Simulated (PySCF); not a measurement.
Isomers of C6H8F2Si, one GFN2-xTB conformer each. Single-point energies are computed at PBE0/pcSseg-1 (PySCF, gas phase, no added dispersion term), electronic only.

```tsv
SMILES	GFN2-xTB relative energy (kcal/mol)
CC#C[Si@@H](F)C/C=C\F	0.0
CC#C[C@@H]([SiH3])/C(F)=C\F	35.8
```

Conformers: `[CH3:1][C:2]#[C:3][Si@@H:4]([F:5])[CH2:6]/[CH:7]=[CH:8]\[F:9]` with C3–Si4–C6–C7 -55°, Si4–C6–C7–C8 96°; `[CH3:1][C:2]#[C:3][C@@H:4]([SiH3:5])/[C:6]([F:7])=[CH:8]\[F:9]` with C3–C4–C6–F7 146°.

Q: What does PBE0/pcSseg-1 give for the same structures?

A: 
| SMILES | PBE0/pcSseg-1 E (Eh) | PBE0/pcSseg-1 (kcal/mol) | GFN2-xTB (kcal/mol) | point group |
| --- | --- | --- | --- | --- |
| CC#C[Si@@H](F)C/C=C\F | -721.97541 | 0.0 | 0.0 | C1 |
| CC#C[C@@H]([SiH3])/C(F)=C\F | -721.87102 | 65.5 | 35.8 | C1 |

Both levels put the same isomer lowest. As drawn, the lower has an Si–F bond, which the higher lacks.

Q: Which frontier levels, dipoles and rotational constants go with these structures?

A: 
```
                     SMILES  HOMO (eV, PBE0/pcSseg-1)  LUMO (eV)  dipole (D)       A, B, C (MHz)
      CC#C[Si@@H](F)C/C=C\F                     -7.02      -0.29        1.64   1253, 1126, 669.7
CC#C[C@@H]([SiH3])/C(F)=C\F                     -6.84       0.21        0.96  1541, 944.7, 742.2
```
